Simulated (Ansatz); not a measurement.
The cluster Cd2O2, relaxed as a quintet with UKS PBE-D4/def2-TZVP in Ansatz, starting from the PBE-D4/def2-TZVP geometry of the neutral singlet. Force threshold 0.02 eV/Å.

In the def2 sets Cd takes a core potential; there is no spin–orbit coupling. The structure holds 1 bond(s) between oxygen atoms. The relaxation made no stability test and no search for a lower SCF solution. At PBE-D4/def2-TZVP a triplet of charge 0 lies 3.80 eV below the quintet, each at its own geometry. Another isomer (singlet) lies 0.06 eV lower at r2SCAN-D4/def2-TZVP.

Start:

Cartesian coordinates in Å:
```
Cd -1.058 -0.002 1.485
Cd 1.553 -0.850 0.436
O -0.841 0.619 -0.722
O 0.345 0.233 -1.199
```

Estimate the energy that the relaxation releases and the steps that it takes.

44.3 kJ/mol, in 8 steps; 15 s on 4 threads of Arm Neoverse V1 on a shared host. No frequencies were taken in this run, so the end may be a saddle point.

Does the start keep its bonding and symmetry?

Bonds lost: Cd1–Cd2 (atoms count from 1). Point group C2v at the start, C2v at the end, both within 0.05 Å.

Predict the relaxed structure.


Cartesian coordinates in Å:
```
Cd -1.465 0.143 1.609
Cd 1.937 -0.967 0.260
O -0.803 0.597 -0.709
O 0.332 0.227 -1.159
```
Bond lengths (bridged metal pairs left out): 2 × Cd–O 2.45 Å; 1 × O–O 1.28 Å.
